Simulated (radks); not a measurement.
All-electron atom: Ne in [Ne].

Method: scalar-relativistic Kohn-Sham, HCTH/407, spin-polarised, spherical densities, point nucleus; computed with a radial shooting solver on a logarithmic mesh with Libxc functionals.

Energy parts (hartree):
part                      energy
total                 -129.10295
kinetic                128.95611
electron-nucleus      -311.67961
Hartree                 66.12829
exchange-correlation   -12.50774

Orbitals (lengths in bohr, moments of r in powers of bohr; r(90%) holds 90 % of the orbital's charge):
[
 {"orbital": "1s", "occ.": "2", "eigenvalue (hartree)": "-30.50292", "r(90%)": "0.283", "<r^2>": "0.03369"},
 {"orbital": "2s", "occ.": "2", "eigenvalue (hartree)": "-1.35718", "r(90%)": "1.44", "<r^2>": "0.9747"},
 {"orbital": "2p", "occ.": "6", "eigenvalue (hartree)": "-0.50454", "r(90%)": "1.72", "<r^2>": "1.280"}
]

The highest occupied level is 2p at -13.729 eV. The density falls to 0.001 e/bohr^3 at r = 2.97 bohr.
